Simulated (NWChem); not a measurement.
System: CH8OSi2; SMILES OC[SiH2][SiH3]

The following NWChem deck was run.

```
start job
memory heap 200 mb stack 900 mb global 1100 mb
geometry units angstroms
  O      2.607872     0.539176     0.380689
  C      1.220535     0.731390     0.612006
  Si     0.151958    -0.417462    -0.488231
  Si    -2.092025    -0.225778     0.017795
  H      2.788281     0.696539    -0.551412
  H      0.961791     1.790712     0.474377
  H      1.077089     0.507463     1.670313
  H      0.485287    -0.021480    -1.871923
  H      0.715925    -1.763929    -0.335488
  H     -2.409334    -0.626777     1.391340
  H     -2.898434    -1.072922    -0.863549
  H     -2.601783     1.139939    -0.140841
end
basis spherical
  * library def2-svp
end
dft
  xc xpbe96 cpbe96
  disp vdw 4
  iterations 150
end
driver
  maxiter 120
end
task dft optimize
task dft freq
```

NWChem printed, in part:

```
             Northwest Computational Chemistry Package (NWChem) 7.3.0
             --------------------------------------------------------

 C1  symmetry detected

                             Geometry "geometry" -> ""
                             -------------------------

 Output coordinates in angstroms (scale by  1.889725989 to convert to a.u.)

  No.       Tag          Charge          X              Y              Z
 ---- ---------------- ---------- -------------- -------------- --------------
    1 O                    8.0000     0.13193178     2.70131749    -0.07574301
    2 C                    6.0000     0.68798569     1.39969778     0.03264480
    3 Si                  14.0000    -0.66567984     0.04400100    -0.01111649
    4 Si                  14.0000     0.25628593    -2.07218506    -0.01180601
    5 H                    1.0000    -0.49821284     2.82648243     0.64075842
    6 H                    1.0000     1.30894899     1.33252739     0.93704848
    7 H                    1.0000     1.36307024     1.30920227    -0.81988390
    8 H                    1.0000    -1.50993416     0.32425918     1.16837641
    9 H                    1.0000    -1.51572121     0.35750075    -1.16589359
   10 H                    1.0000     1.08674964    -2.33858370    -1.18971638
   11 H                    1.0000    -0.79076159    -3.09598623     0.00363251
   12 H                    1.0000     1.10400732    -2.32955185     1.15666834

 Effective nuclear repulsion energy (a.u.)     213.4321204562

                                Z-matrix (autoz)
                                --------

 Units are Angstrom for bonds and degrees for angles

[...]

      ----------------------
      Optimization converged
      ----------------------

  Step       Energy      Delta E   Gmax     Grms     Xrms     Xmax
  ---- ---------------- -------- -------- -------- -------- --------
@   18    -696.38764374 -9.0D-08  0.00006  0.00002  0.00049  0.00148
                                     ok       ok       ok       ok

                                Z-matrix (autoz)
                                --------

 Units are Angstrom for bonds and degrees for angles

[...]

 Rotational Constants
 --------------------
 A=   0.424371 cm-1  (  0.610561 K)
 B=   0.054324 cm-1  (  0.078158 K)
 C=   0.050565 cm-1  (  0.072750 K)

 Temperature                      =   298.15K
 frequency scaling parameter      =   1.0000

 Zero-Point correction to Energy  =   50.750 kcal/mol  (  0.080875 au)
 Thermal correction to Energy     =   55.665 kcal/mol  (  0.088708 au)
 Thermal correction to Enthalpy   =   56.258 kcal/mol  (  0.089652 au)

 Total Entropy                    =   85.526 cal/mol-K
   - Translational                =   39.452 cal/mol-K (mol. weight =  92.0114)
   - Rotational                   =   26.717 cal/mol-K (symmetry #  =        1)
   - Vibrational                  =   19.357 cal/mol-K

 Cv (constant volume heat capacity) =   27.108 cal/mol-K
   - Translational                  =    2.979 cal/mol-K
   - Rotational                     =    2.979 cal/mol-K
   - Vibrational                    =   21.149 cal/mol-K

[normal modes left out]

 ----------------------------------------------------------------------------
 Normal Eigenvalue ||           Projected Infra Red Intensities
  Mode   [cm**-1]  || [atomic units] [(debye/angs)**2] [(KM/mol)] [arbitrary]
 ------ ---------- || -------------- ----------------- ---------- -----------
    1       -0.000 ||    0.000004           0.000         0.004       0.001
    2        0.000 ||    0.001035           0.024         1.009       0.269
    3        0.000 ||    0.000010           0.000         0.010       0.003
    4        0.000 ||    0.000146           0.003         0.143       0.038
    5        0.000 ||    0.000005           0.000         0.005       0.001
    6        0.000 ||    0.000120           0.003         0.117       0.031
    7       84.196 ||    0.002570           0.059         2.505       0.668
    8       92.489 ||    0.000551           0.013         0.537       0.143
    9       96.941 ||    0.003324           0.077         3.240       0.864
   10      252.952 ||    0.000140           0.003         0.136       0.036
   11      327.811 ||    0.136657           3.153       133.220      35.531
   12      352.549 ||    0.017184           0.396        16.751       4.468
   13      408.965 ||    0.004198           0.097         4.092       1.091
   14      482.007 ||    0.014669           0.338        14.300       3.814
   15      484.901 ||    0.005352           0.123         5.217       1.392
   16      636.443 ||    0.001117           0.026         1.089       0.291
   17      668.973 ||    0.007245           0.167         7.063       1.884
   18      749.727 ||    0.276571           6.381       269.616      71.908
   19      829.836 ||    0.014310           0.330        13.950       3.720
   20      838.523 ||    0.121503           2.803       118.447      31.591
   21      890.582 ||    0.013093           0.302        12.764       3.404
   22      903.062 ||    0.031436           0.725        30.646       8.173
   23      908.914 ||    0.069120           1.595        67.382      17.971
   24     1035.699 ||    0.111930           2.582       109.115      29.102
   25     1127.894 ||    0.030612           0.706        29.843       7.959
   26     1237.689 ||    0.005129           0.118         5.000       1.333
   27     1335.384 ||    0.046762           1.079        45.586      12.158
   28     1402.160 ||    0.003063           0.071         2.986       0.796
   29     2126.056 ||    0.078927           1.821        76.942      20.521
   30     2145.485 ||    0.055575           1.282        54.177      14.449
   31     2153.978 ||    0.006898           0.159         6.725       1.794
   32     2161.934 ||    0.123323           2.845       120.221      32.064
   33     2163.599 ||    0.126510           2.919       123.328      32.892
   34     2900.942 ||    0.038109           0.879        37.151       9.908
   35     3018.471 ||    0.008160           0.188         7.955       2.122
   36     3698.753 ||    0.029263           0.675        28.527       7.608
 ----------------------------------------------------------------------------
```

Level: PBE-D3(BJ)/def2-SVP.
